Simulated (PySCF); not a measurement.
Computed IR spectrum (relative IR intensity) of a molecule C4H9FSi. Coordinates come from a PBE0-D3(BJ)/def2-SVP optimisation. Other conformers were not sampled. Method: PBE0-D3(BJ)/def2-SVP (PySCF). Frequencies are harmonic and unscaled.

| ν (cm⁻¹) | relative intensity |
|---|---|
| 259 | 2.9 |
| 413 | 10 |
| 619 | 4.2 |
| 657 | 4.4 |
| 686 | 3.9 |
| 788 | 40 |
| 801 | 2.6 |
| 857 | 20 |
| 904 | 100 |
| 906 | 65 |
| 1034 | 39 |
| 1232 | 35 |
| 1256 | 19 |
| 1263 | 3.8 |
| 1432 | 4.6 |
| 1440 | 2.7 |
| 1719 | 74 |
| 2208 | 78 |
| 3057 | 3.3 |
| 3164 | 3.6 |
| 3168 | 2.4 |
| 3195 | 2.5 |
| 3218 | 4.3 |

Question: Which structure fits?
A. C[SiH](C)/C=C\F
B. C/C(=C\F)C[SiH3]
C. C=C(CC)[SiH2]F
D. C=C(F)[SiH2]CC

Answer: A, C[SiH](C)/C=C\F
